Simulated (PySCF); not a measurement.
Cd(I)(GeH3) (CdGeH3I), SMILES [I][Cd][GeH3].

Geometry: r2SCAN-D4/def2-SVP. The structure was generated by enumeration; whether it is a known compound was not checked. The def2 effective core potentials stand for the cores of Cd, I; spin–orbit coupling is left out.

Computed with TDDFT-PBE/def2-SVPD (PySCF).

Vertical excitations; the highest root listed may be one member of a degenerate set. Isolated molecule, no solvent. State labels are in the subgroup Cs.

```tsv
state	symmetry	energy (eV)	λ (nm)	f	main pairs
S1	A"	4.22	294	0.010	HOMO→LUMO (degenerate set)
S2	A'	4.22	294	0.010	HOMO−1→LUMO (degenerate set)
S3	A"	4.50	275	0.000	HOMO−1→LUMO+1 50 %, HOMO→LUMO+2 50 %
S4	A"	4.54	273	0.000	HOMO→LUMO+2, HOMO−1→LUMO+1 (degenerate set)
S5	A'	4.54	273	0.000	HOMO→LUMO+1, HOMO−1→LUMO+2 (degenerate set)
S6	A'	4.77	260	0.000	HOMO−1→LUMO+2 39 %, HOMO→LUMO+1 39 %, HOMO−2→LUMO 18 %
S7	A'	5.22	237	0.012	HOMO−2→LUMO+2 (degenerate set)
S8	A"	5.22	237	0.012	HOMO−2→LUMO+1 (degenerate set)
S9	A'	5.76	215	1.266	HOMO−2→LUMO 70 %
S10	A"	6.05	205	0.002	HOMO→LUMO+3 100 %
T1	A"	3.96	313	0	HOMO→LUMO (degenerate set)
T2	A'	3.96	313	0	HOMO−1→LUMO (degenerate set)
T3	A'	4.30	289	0	HOMO−2→LUMO 71 %, HOMO→LUMO+1 14 %, HOMO−1→LUMO+2 14 %
T4	A'	4.34	286	0	HOMO→LUMO+1 35 %, HOMO−1→LUMO+2 35 %, HOMO−2→LUMO 28 %
```
Triplets are in the Tamm–Dancoff approximation, which puts them higher than full response would, so one can lie above its singlet here.
